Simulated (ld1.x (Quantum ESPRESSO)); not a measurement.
# What one change does to a pseudopotential (As (Z = 33), TM semilocal)

- Element: arsenic
- Generator: ld1.x (Quantum ESPRESSO) 7.5
- Type: norm-conserving Troullier–Martins (semilocal form)
- Functional: PBEsol
- Relativity: scalar-relativistic
- Frozen core: [Ar] 3d10
- Valence charge: 5
- Reference configuration: 4s2 4p3
- Partial waves: 4s (bound): rc 1.60 bohr; 4p (bound): rc 1.80 bohr
- Local potential: the p channel
- Core correction: none

All-electron outer shells of the reference configuration (PBEsol, scalar-relativistic, ld1.x):

| shell | level (eV) | outermost node (bohr) | outermost maximum (bohr) |
| --- | --- | --- | --- |
| 3p | -133.47 | 0.22 | 0.52 |
| 3d | -40.64 | – | 0.47 |
| 4s | -14.50 | 0.73 | 1.61 |
| 4p | -5.20 | 0.78 | 1.97 |

Change: core correction a·sin(br)/r model core inside 1.32 bohr.

Cutoffs: the cutoffs (Ry, on a coarse ladder) from which the occupation-weighted sum of valence levels, in a spherical-Bessel basis at the reference potential, stays within 10 and 1 mRy of its value at 400 Ry; they do not see the model core or the augmentation charge, which bear on the density cutoff. Errors are all-electron minus pseudo energies relative to the spin-unpolarised reference configuration.

Question: How do hardness, ghosts and transferability respond?

Answer: The potential gets neither clearly harder nor softer (35 Ry and 50 Ry → 35 Ry and 50 Ry); of the 7 tests that both files solve, the error grows in 3 and shrinks in 2 by more than 15 % and 0.3 meV (median size 5.0 → 17.9 meV); neither file shows a bound ghost. A semilocal file is local in each channel, so a ghost entry of none says nothing of the separable form that plane-wave codes build from it. A model core, the more so a compact one, raises the density cutoff, which this test does not measure.

```tsv
quantity	base	changed
cutoff, loose	35 Ry	35 Ry
cutoff, tight	50 Ry	50 Ry
bound ghosts	none	none
error for 4s2 4p2, meV [ΔE 9.16 eV]	-4.1	-2.9
error for 4s2 4p1, meV [ΔE 27.10 eV]	-21	-22
error for 4s2 4p0, meV [ΔE 54.82 eV]	-55	-95
error for 4s2 4p2.5, meV [ΔE 3.56 eV]	-1.1	-0.8
error for 4s1 4p3, meV [ΔE 19.27 eV]	+5.0	-18
error for 4s2 4p3.3, meV [ΔE -1.23 eV]	+0.1	+0.1
error for 4s1 4p0, meV [ΔE 105.45 eV]	+40	-373
s: phases at 1.96 bohr within 0.05 rad from the reference energy up to (Ry; the scan ends near 5)	4.5	4.5
p: phases at 1.96 bohr within 0.05 rad from the reference energy up to (Ry; the scan ends near 5)	to the end of the scan	to the end of the scan
```
